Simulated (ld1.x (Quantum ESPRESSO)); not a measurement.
# PBE RRKJ dataset for nickel (Ni), scalar-relativistic all-electron reference.

nickel, norm-conserving RRKJ (Kleinman–Bylander form), made with ld1.x (Quantum ESPRESSO) 7.5 (PBE, scalar-relativistic). Core [Ne] 3s2, reference 3p6 3d7 4s0 4p0 (charge +3). Waves: 3p (bound): rc 0.80 bohr; 3d (bound): rc 1.45 bohr; 4s (bound, empty): rc 1.35 bohr. Local part: the s channel. Core correction: none. rho0 = 0.001.

All-electron outer shells of the reference configuration (PBE, scalar-relativistic, ld1.x):

```tsv
shell	level (eV)	outermost node (bohr)	outermost maximum (bohr)
3s	-150.58	0.30	0.64
3p	-110.71	0.27	0.64
3d	-47.06	–	0.62
4s	-33.48	0.90	1.88
4p	-25.45	0.96	2.15
```

Task: Does the generator finish with these settings?

Result: Yes, a potential is produced.

Task: Estimate the cutoffs (Ry, on a coarse ladder) from which the occupation-weighted sum of valence levels, in a spherical-Bessel basis at the reference potential, stays within 10 and 1 mRy of its value at 400 Ry.

Result: 230 Ry and over 300 Ry.

Task: Does the potential have ghost states?

Result: No extra level below or beside the all-electron valence levels (p, d, s, f tested). The logarithmic derivative shows an extra or strongly shifted pseudo pole above the reference energy (s near -0.66 Ry).

Task: Which valence shell sets the plane-wave cutoff?

Result: 3p: its level needs 230 Ry to come within 1 mRy, against 90 Ry for 3d.

Its largest configuration-test error is -1016 meV (3p6 3d8 4s0 4p1), which is poor. 1 of 7 tests not solved or not reliable. Not counted: 3p6 3d9 4s1 4p0 (pseudo-atom not self-consistent, printed error -2982 eV).
